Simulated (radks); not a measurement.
The numbers below are computed, except where a source is named.
Species: K. Configuration: [Ar] 5s1 (not the ground configuration). Level of theory: scalar-relativistic Kohn-Sham, B86b exchange with PBE correlation, spin-polarised, spherical densities, finite nucleus; open shells are filled with parallel spins first; Fermi nuclear charge, rms radius 3.4349 fm (a radial shooting solver on a logarithmic mesh with Libxc functionals).

Normalised radial functions P(r) = r R(r), r in bohr:

```
   r/bohr * 5s up (the largest magnitude, 0.372, reaches the edge; | marks zero)
 0.006497                             |*
 0.007564                             |*
 0.008805                             |*
  0.01025                             |*
  0.01184                             |*
  0.01378                             |*
  0.01604                             | *
  0.01868                             | *
  0.02157                             | *
  0.02511                             | *
  0.02924                             | *
  0.03403                             | *
  0.03931                             | *
  0.04576                             | *
  0.05327                             | *
  0.06201                             | *
  0.07162                             | *
  0.08338                             |*
  0.09706                             *
    0.113                             *
   0.1305                            *|
   0.1519                           * |
   0.1769                          *  |
   0.2059                         *   |
   0.2378                         *   |
   0.2768                         *   |
   0.3223                         *   |
   0.3752                          *  |
   0.4333                            *|
   0.5044                             |*
   0.5872                             |  *
   0.6836                             |    *
   0.7895                             |      *
   0.9191                             |      *
     1.07                             |      *
    1.246                             |    *
    1.439                             | *
    1.675                           * |
     1.95                       *     |
     2.27                   *         |
    2.621                *            |
    3.051               *             |
    3.552               *             |
    4.136                  *          |
    4.776                       *     |
     5.56                             *
    6.473                             |       *
    7.535                             |               *
    8.703                             |                      *
    10.13                             |                          *
    11.79                             |                         *
    13.73                             |                   *
    15.86                             |            *
    18.46                             |      *
    21.49                             |   *
    25.02                             |*
    28.89                             *
    33.64                             *
```

5s up: eigenvalue -1.264 eV, 4 radial nodes at r = 0.107, 0.469, 1.55, 5.50 bohr, <r> = 10.9 bohr, 90 % of the charge inside 15.2 bohr.
